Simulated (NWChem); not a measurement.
System: GaH2O2F; SMILES [OH][Ga]([OH])[F]

Input file for NWChem:

```
start job
memory heap 200 mb stack 900 mb global 1100 mb
geometry units angstroms noautoz
  Ga     0.001296     0.008843     0.000000
  F     -1.082506    -1.357388     0.000000
  O     -0.701771     1.625461     0.000000
  H     -0.037187     2.323021     0.000000
  O      1.746182    -0.283323     0.000000
  H      1.975585    -1.219163     0.000000
end
basis spherical
  * library def2-svpd
end
dft
  xc xcamb88 1.00 lyp 0.81 vwn_5 0.19 hfexch 1.00
  cam 0.33 cam_alpha 0.19 cam_beta 0.46
  iterations 150
end
tddft
  cis
  nroots 6
  notriplet
end
task tddft energy
```

Structure relaxed at the PBE0/def2-SVP level.

Vertical excitations in the gas phase.

Task: Predict the main results of this run. (CAM-B3LYP/def2-SVPD, TDA.) Quantities: lowest excitation, singlet (eV); oscillator strength of that lowest state; lowest state with f > 0.02, singlet (eV); oscillator strength of that bright state; orbital gap (eV).

Result: 
| Property | Value |
|---|---|
| lowest excitation, singlet (eV) | 6.44 |
| oscillator strength of that lowest state | 0.000 |
| lowest state with f > 0.02, singlet (eV) | 7.06 |
| oscillator strength of that bright state | 0.072 |
| orbital gap (eV) | 10.21 |
